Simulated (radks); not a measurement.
Results of a calculation; reference values are marked as such.
Species: Au LXXIV. Configuration: [He] 2s2 2p2. Level of theory: scalar-relativistic Kohn-Sham, exchange-only LDA, spin-polarised, spherical densities, point nucleus; open shells are filled with parallel spins first (spin-orbit coupling, left out, can overturn this in heavy ions) (a radial shooting solver on a logarithmic mesh with Libxc functionals). Some entries of the table are withheld. Estimate them.

| orbital | occ. | eigenvalue (eV) | <1/r> (bohr^-1) | <r> (bohr) |
|---|---|---|---|---|
| 1s up | 1 | -89231.81 | 95.91 | 0.01683 |
| 1s down | 1 | -89183.45 | 95.96 | 0.01682 |
| 2s up | 1 | -21734.32 | 23.30 | 0.06886 |
| 2s down | 1 | -21656.25 | 23.25 | 0.06896 |
| 2p up | 2 | -19951.41 | 20.70 | (1) |
| 2p down | 0 | -19861.08 | 20.67 | (2) |
| 3s up | 0 | (3) | 9.722 | 0.1620 |
| 3s down | 0 | (4) | 9.699 | 0.1623 |
| 3p up | 0 | -8670.319 | 8.966 | 0.1582 |
| 3p down | 0 | -8645.286 | 8.947 | 0.1586 |

Answer. 
(1) 2p up <r> (bohr): 0.06156
(2) 2p down <r> (bohr): 0.06168
(3) 3s up eigenvalue (eV): -9195.955
(4) 3s down eigenvalue (eV): -9173.179
